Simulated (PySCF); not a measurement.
Electron correlation in Cl³⁺ (chlorine, charge +3)

[Ne] 3s2 3p2, high-spin 3P determinant. Computed with PySCF 2.14 in cc-pVDZ-DK (4s3p1d, 18 functions), with the spin-free X2C one-electron Hamiltonian (Gaussian nucleus). Frozen: [Ne]; 4 electrons correlated.

MP2 pair energies summed by pair of shells (mhartree):

```csv
pair,energy,share (%)
3s-3p,-33.64,61.3
3s-3s,-15.67,28.5
3p-3p,-5.61,10.2
```

Total MP2 correlation energy: -54.92 mhartree.

Same-spin part -8.32 and opposite-spin part -46.60 mhartree; SCS-MP2 scales them by 1/3 and 6/5 to -58.69 mhartree.

```csv
level,correlation energy (mhartree)
CCSD,-76.84
(T),-0.74
CCSD(T),-77.58
```

Diagnostics: T1 = 0.0061, D1 = 0.0165, largest double amplitude 0.106.

Cost of the coupled-cluster step: 0.06 s of wall time on 1 thread of Neoverse-V2 (shared host), for 4 correlated electrons.
